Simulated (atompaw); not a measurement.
LDA (PW92) PAW (atompaw) dataset for rubidium, scalar-relativistic all-electron reference.

atompaw 4.2.0.5 input, output lines left out:

```
Rb 37
LDA-PW scalarrelativistic loggrid 1500 logderivrange -4 5 226
5 5 3 0 0 0
5 0 1
5 1 0
0 0 0
c
c
c
v
v
c
c
v
v
c
2
3.00 2.60 2.45 1.90
n
n
y
0.2
y
0.75
n
custom rrkj gramschmidtortho besselshape
3 0 troulliermartins
2.00
3.00
1.85
3.00
3.00
3.00
```

All-electron outer shells of the reference configuration (LDA (PW92), scalar-relativistic, ld1.x):

```json
{"shell": "3d", "level (eV)": "-104.21", "outermost node (bohr)": "–", "outermost maximum (bohr)": "0.39"}
{"shell": "4s", "level (eV)": "-31.97", "outermost node (bohr)": "0.62", "outermost maximum (bohr)": "1.25"}
{"shell": "4p", "level (eV)": "-16.03", "outermost node (bohr)": "0.64", "outermost maximum (bohr)": "1.42"}
{"shell": "5s", "level (eV)": "-2.36", "outermost node (bohr)": "1.79", "outermost maximum (bohr)": "4.22"}
{"shell": "5p", "level (eV)": "-0.79", "outermost node (bohr)": "2.20", "outermost maximum (bohr)": "6.14"}
```

Calculated quality:

```json
{
 "Cutoffs needed": "21 Ry and 30 Ry (the cutoffs (Ry, on a coarse ladder) from which the occupation-weighted sum of valence levels, in a spherical-Bessel basis at the reference potential, stays within 10 and 1 mRy of its value at 400 Ry)",
 "Ghost test": "no extra level below or beside the all-electron valence levels (s, p, d, f tested) (spherical-Bessel basis up to 400 Ry, 20 bohr box)",
 "Lowest eigenvalue of the overlap operator": "0.03 (p channel)",
 "Overlap eigenvalues printed by atompaw (projector basis)": "0.0547, 0.0669, 0.0905, 1.36, 28.1, 245",
 "Share of each valence orbital outside the PAW sphere": "4s 1 %, 5s 89 %, 4p 5 %, 5p 97 %"
}
```

Generation and tests took about 6.2 s on one core of a shared server CPU.
